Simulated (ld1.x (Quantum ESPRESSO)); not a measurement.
## u(r) = r·R(r): atom against pseudo-atom (Co (Z = 27))

Columns: radius, all-electron u(r) and pseudo u(r) of the 3p shell (level -84.73 eV) of cobalt in the configuration [Ne] 3s2 3p6 3d7 4s0 4p0; PBE, scalar-relativistic, TM semilocal scheme, ld1.x (Quantum ESPRESSO) 7.5.

```json
{"r (bohr)": "0.066", "all-electron": "0.3970", "pseudo": "-0.0300"}
{"r (bohr)": "0.132", "all-electron": "0.6247", "pseudo": "-0.1166"}
{"r (bohr)": "0.198", "all-electron": "0.4712", "pseudo": "-0.2506"}
{"r (bohr)": "0.264", "all-electron": "0.1192", "pseudo": "-0.4175"}
{"r (bohr)": "0.330", "all-electron": "-0.2719", "pseudo": "-0.5994"}
{"r (bohr)": "0.396", "all-electron": "-0.6153", "pseudo": "-0.7775"}
{"r (bohr)": "0.462", "all-electron": "-0.8774", "pseudo": "-0.9345"}
{"r (bohr)": "0.528", "all-electron": "-1.0536", "pseudo": "-1.0573"}
{"r (bohr)": "0.594", "all-electron": "-1.1533", "pseudo": "-1.1383"}
{"r (bohr)": "0.660", "all-electron": "-1.1912", "pseudo": "-1.1758"}
{"r (bohr)": "0.726", "all-electron": "-1.1834", "pseudo": "-1.1740"}
{"r (bohr)": "0.792", "all-electron": "-1.1433", "pseudo": "-1.1399"}
{"r (bohr)": "0.858", "all-electron": "-1.0822", "pseudo": "-1.0823"}
{"r (bohr)": "0.924", "all-electron": "-1.0086", "pseudo": "-1.0100"}
{"r (bohr)": "0.990", "all-electron": "-0.9289", "pseudo": "-0.9301"}
{"r (bohr)": "1.056", "all-electron": "-0.8474", "pseudo": "-0.8481"}
{"r (bohr)": "1.122", "all-electron": "-0.7673", "pseudo": "-0.7675"}
{"r (bohr)": "1.188", "all-electron": "-0.6904", "pseudo": "-0.6905"}
{"r (bohr)": "1.254", "all-electron": "-0.6181", "pseudo": "-0.6181"}
{"r (bohr)": "1.320", "all-electron": "-0.5510", "pseudo": "-0.5510"}
{"r (bohr)": "1.386", "all-electron": "-0.4895", "pseudo": "-0.4895"}
{"r (bohr)": "1.452", "all-electron": "-0.4335", "pseudo": "-0.4335"}
{"r (bohr)": "1.518", "all-electron": "-0.3828", "pseudo": "-0.3828"}
{"r (bohr)": "1.584", "all-electron": "-0.3373", "pseudo": "-0.3373"}
{"r (bohr)": "1.650", "all-electron": "-0.2966", "pseudo": "-0.2966"}
{"r (bohr)": "1.716", "all-electron": "-0.2603", "pseudo": "-0.2603"}
```

Question: How many radial nodes do the two functions have?

Answer: The all-electron 3p function has n − l − 1 = 1; the pseudo-wave has 0, since the states of the same l below it are removed with the core.

Question: At about which radius was the pseudo-wave matched?

Answer: 1.32 bohr. The columns agree to 0.0005 from 1.12 bohr on; several derivatives are matched, so the curves merge somewhat inside the radius.

Question: Is the pseudo-wave norm-conserving?

Answer: Yes: the TM semilocal scheme keeps the norm inside the radius equal to the all-electron one, which fixes the energy derivative of the logarithmic derivative at the level.
